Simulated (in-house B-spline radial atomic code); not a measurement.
A fraction x of an electron is added to 4p in Se, starting from [Ar] 3d10 4s2 4p4 and keeping the highest spin. Method: scalar-relativistic (X2C) r2SCAN0, spin-polarised, spherical fractional occupations, Fermi nucleus of rms radius 4.14 fm. Calculated with a radial B-spline atomic code at the basis-set limit.

Caution: exact exchange at fractional occupations of open shells leaves self-interaction of up to several eV.

```json
{"x": "0", "E(x) - E(0) (eV)": "0.0000", "4p down level (eV)": "-5.227"}
{"x": "0.1", "E(x) - E(0) (eV)": "-0.4903", "4p down level (eV)": "-4.581"}
{"x": "0.2", "E(x) - E(0) (eV)": "-0.9165", "4p down level (eV)": "-3.945"}
{"x": "0.3", "E(x) - E(0) (eV)": "-1.2796", "4p down level (eV)": "-3.320"}
{"x": "0.4", "E(x) - E(0) (eV)": "-1.5809", "4p down level (eV)": "-2.708"}
{"x": "0.5", "E(x) - E(0) (eV)": "?", "4p down level (eV)": "?"}
{"x": "0.6", "E(x) - E(0) (eV)": "-2.0031", "4p down level (eV)": "-1.524"}
{"x": "0.7", "E(x) - E(0) (eV)": "?", "4p down level (eV)": "?"}
{"x": "0.8", "E(x) - E(0) (eV)": "-2.1950", "4p down level (eV)": "-0.406"}
```

(1) What belongs in the row x = 0.5?

(2) What belongs in the row x = 0.7?

(3) Check Janak's theorem between x = 0.1 and 0.2.

## Answers

(1) An energy change of -1.8216 eV; 4p down at -2.109 eV.

(2) An energy change of -2.1270 eV; 4p down at -0.956 eV.

(3) The slope of the energy is -4.26 eV; the orbital levels give -4.26 eV (ε of the filling orbital, averaged over the two points).
